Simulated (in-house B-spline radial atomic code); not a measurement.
Orbital energies and mean radii along the 6-electron series, configuration [He] 2s2 2p2. The effective charge is n√(-2ε), a non-relativistic measure. Computed with a B-spline radial code for spherical atoms: Dirac-Hartree-Fock, average of the configuration, finite nuclei.

```csv
ion,Z,energy of 2p1/2 (Eh),mean radius of 2p1/2 (bohr),energy of 1s1/2 (Eh),mean radius of 1s1/2 (bohr),energy of 2s1/2 (Eh),mean radius of 2s1/2 (bohr),energy of 2p3/2 (Eh),mean radius of 2p3/2 (bohr),effective charge of 2p1/2
Ru38+,44,-208.45,0.11604,-928.33,0.033275,-212.86,0.13802,-203,0.12017,40.836
Rh39+,45,?,?,?,?,?,?,?,?,?
Pd40+,46,-230.43,0.11019,-1020.26,0.031703,-235.11,0.13125,-223.82,0.11451,42.935
Ag41+,47,-241.87,0.10745,-1067.99,0.030965,-246.69,0.12808,-234.62,0.11187,43.988
Cd42+,48,?,?,?,?,?,?,?,?,?
In43+,49,-265.68,0.10232,-1167.06,0.029578,-270.78,0.12212,-256.99,0.10693,46.103
Sn44+,50,-278.06,0.099904,-1218.42,0.028924,-283.3,0.11932,-268.56,0.10462,47.164
Sb45+,51,?,?,?,?,?,?,?,?,?
Te46+,52,-303.76,0.095355,-1324.82,0.027689,-309.3,0.11405,-292.49,0.10027,49.295
I47+,53,-317.09,0.093208,-1379.89,0.027104,-322.78,0.11155,-304.85,0.09822,50.366
Xe48+,54,-330.75,0.09114,-1436.22,0.026541,-336.59,0.10915,-317.47,0.096252,51.439
Cs49+,55,-344.74,0.089145,-1493.82,0.025997,-350.74,0.10684,-330.34,0.094359,52.516
Ba50+,56,-359.06,0.08722,-1552.71,0.025471,-365.22,0.10461,-343.49,0.092535,53.596
La51+,57,-373.72,0.085361,-1612.91,0.024962,-380.05,0.10245,-356.89,0.090778,54.679
Ce52+,58,-388.73,0.083564,-1674.41,0.02447,-395.22,0.10036,-370.56,0.089083,55.766
Pr53+,59,-404.08,0.081826,-1737.25,0.023994,-410.74,0.098345,-384.49,0.087448,56.856
Nd54+,60,-419.79,0.080143,-1801.43,0.023532,-426.62,0.096392,-398.68,0.085869,57.951
Pm55+,61,-435.85,0.078513,-1866.96,0.023085,-442.86,0.094501,-413.14,0.084343,59.049
Sm56+,62,-452.27,0.076933,-1933.86,0.022651,-459.45,0.092668,-427.87,0.082867,60.151
Eu57+,63,-469.06,0.075401,-2002.16,0.022229,-476.42,0.09089,-442.86,0.08144,61.257
Gd58+,64,-486.22,0.073913,-2071.86,0.02182,-493.77,0.089165,-458.12,0.080059,62.368
Tb59+,65,-503.75,0.072469,-2143.01,0.021422,-511.5,0.087489,-473.65,0.078721,63.482
```

Q: Fill in the row of Rh39+.

A: energy of 2p1/2 (Eh): -219.29; mean radius of 2p1/2 (bohr): 0.11305; energy of 1s1/2 (Eh): -973.7; mean radius of 1s1/2 (bohr): 0.032472; energy of 2s1/2 (Eh): -223.83; mean radius of 2s1/2 (bohr): 0.13456; energy of 2p3/2 (Eh): -213.28; mean radius of 2p3/2 (bohr): 0.11727; effective charge of 2p1/2: 41.884.

Q: Fill in the row of Cd42+.

A: energy of 2p1/2 (Eh): -253.62; mean radius of 2p1/2 (bohr): 0.10483; energy of 1s1/2 (Eh): -1116.92; mean radius of 1s1/2 (bohr): 0.030258; energy of 2s1/2 (Eh): -258.58; mean radius of 2s1/2 (bohr): 0.12504; energy of 2p3/2 (Eh): -245.68; mean radius of 2p3/2 (bohr): 0.10935; effective charge of 2p1/2: 45.044.

Q: Fill in the row of Sb45+.

A: energy of 2p1/2 (Eh): -290.75; mean radius of 2p1/2 (bohr): 0.097585; energy of 1s1/2 (Eh): -1271; mean radius of 1s1/2 (bohr): 0.028295; energy of 2s1/2 (Eh): -296.14; mean radius of 2s1/2 (bohr): 0.11663; energy of 2p3/2 (Eh): -280.4; mean radius of 2p3/2 (bohr): 0.1024; effective charge of 2p1/2: 48.228.

Q: How does the screening of 2p1/2 change?

A: Z less the effective charge goes from 3.16 at Z = 44 to 1.52 at Z = 65.
